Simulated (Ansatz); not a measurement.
AlH$_{4}$NOS (`[NH2][Al]([OH])[SH]`), charge 0, multiplicity 1.

Q: Give a relaxed structure at PBE0-D4/def2-TZVP (Ansatz 0.2.0). (Best estimate.)

A: Computed: 
```xyz
8

N     1.411   -0.486   -0.474
Al   -0.195    0.069   -0.011
O    -0.711    0.224    1.593
S    -1.631    0.594   -1.562
H     2.145   -0.753    0.161
H     1.723   -0.580   -1.426
H    -0.180    0.027    2.362
H    -2.563    0.905   -0.643
```
Point group Cs.
